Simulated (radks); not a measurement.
Q: The mean radii <r> (bohr) of the occupied orbitals of an atom or ion are listed with their occupations. All-electron calculation, non-relativistic Kohn-Sham, LB94 model potential, spin-polarised, spherical densities, point nucleus. Program: a radial shooting solver on a logarithmic mesh with Libxc functionals.

orbital  occ.      <r>
1s down     1  0.02865
1s up       1  0.02865
2s up       1   0.1231
2s down     1   0.1231
2p up       3   0.1048
2p down     3   0.1048
3s up       1   0.3251
3s down     1   0.3253
3p up       3   0.3149
3p down     3   0.3150
3d up       5   0.2841
3d down     5   0.2842
4s up       1   0.7013
4s down     1   0.7002
4p up       3   0.7132
4p down     2   0.7120

Name the element and its charge. Open shells, if any, are filled with parallel spins first.

A: Z = 53, iodine, charge +18: I18+ in [Ar] 3d10 4s2 4p5. The 1s radius gives Z: for a bare nucleus <r> = 1.5/Z, 0.0283 bohr for Z = 53, and screening makes it slightly larger (0.02865 here). The occupations add up to 35, and the charge is Z minus that.
